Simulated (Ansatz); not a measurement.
F2H3NSSi (`N[Si](F)(F)S`), relaxed with RKS PBE-D4/def2-SVP in the Gaussian-basis code of Ansatz from a rough embedded geometry. The force threshold is 0.03 eV/Å; the program also tests the step.

Total charge 0; spin multiplicity 1.

Start:

```xyz
8

N     0.930    0.077    1.114
Si   -0.346    0.360    0.071
F    -0.187    1.817   -0.500
F    -1.687    0.244    0.823
S    -0.150   -1.063   -1.465
H     0.802   -0.924    1.476
H     1.794    0.104    0.644
H    -1.157   -0.615   -2.162
```

```tsv
step	energy (eV)	largest force (eV/Å)	largest move (Å)
1	-25663.3024	2.430	0.000
2	-25663.6688	1.417	0.195
3	-25663.6995	2.573	0.185
4	-25663.8021	0.843	0.200
5 (rejected)	-25663.7930	1.162	0.200
6	-25663.8297	0.225	0.098
7	-25663.8371	0.068	0.100
8 (rejected)	-25663.8318	0.899	0.149
9	-25663.8441	0.078	0.075
10	-25663.8514	0.244	0.073
11	-25663.8609	0.374	0.110
12	-25663.8623	0.668	0.123
13	-25663.8858	0.043	0.122
14	-25663.8882	0.109	0.071
15	-25663.8886	0.170	0.058
16 (rejected)	-25663.8886	0.039	0.046
17	-25663.8897	0.024	0.014
```

End:

```xyz
8

N     0.972   -0.220    1.002
Si   -0.379    0.153    0.038
F    -0.496    1.689   -0.513
F    -1.685   -0.016    0.995
S    -0.360   -1.110   -1.673
H     0.977   -0.028    2.006
H     1.908   -0.307    0.607
H    -0.937   -0.160   -2.462
```

It took 16 s on 4 threads of an Arm Neoverse V1 on a shared host, with 0.15 GiB of host memory at the peak.
